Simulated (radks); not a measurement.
Numerical settings for neutral gold, [Xe] 4f14 5d10 6s1. All-electron calculation, non-relativistic Kohn-Sham, TPSS, spin-polarised, spherical densities, point nucleus; open shells are filled with parallel spins first (spin-orbit coupling, left out, can overturn this in heavy ions); meta-GGA in the generalised Kohn-Sham scheme; relativity is left out, which matters for an element this heavy. Program: a radial shooting solver on a logarithmic mesh with Libxc functionals. The defaults (mesh step 0.008 in ln r, mesh end at 40 bohr or more with all orbitals vanishing there, Anderson mixing 0.5 over 9 steps, residual threshold near 1e-9 with the energy settled to 1e-9 hartree or 1e-11 of itself, here a cap of 94 iterations) give E = -17868.864 hartree and 6s at -4.296 eV in 11 iterations. Run on one thread of a shared host, so times are rough (Arm Neoverse V2): 0.21 s of CPU time, 0.21 s wall, 11 iterations on 2728 mesh points. One setting is changed at a time: mesh step in ln r 0.05; mesh step in ln r 0.012; mesh step in ln r 0.02; mesh end (bohr) 2; mesh end (bohr) 5; residual threshold 0.1; residual threshold 0.001; mixing 0.2; linear mixing, mixing 0.05; linear mixing, mixing 0.2; mixing history 2; iteration cap 3. Which runs fail to converge, and which converge to a wrong energy?

Answer. Not converged within the cap: linear mixing, mixing 0.05; iteration cap 3. Settled on a wrong energy, with an occupied level pushed above zero by the early mesh end: mesh end (bohr) 2 (+14.4 hartree). Apart from these: settings that end as converged yet miss the energy by more than 1 mhartree: mesh end (bohr) 5 (+0.091 hartree).
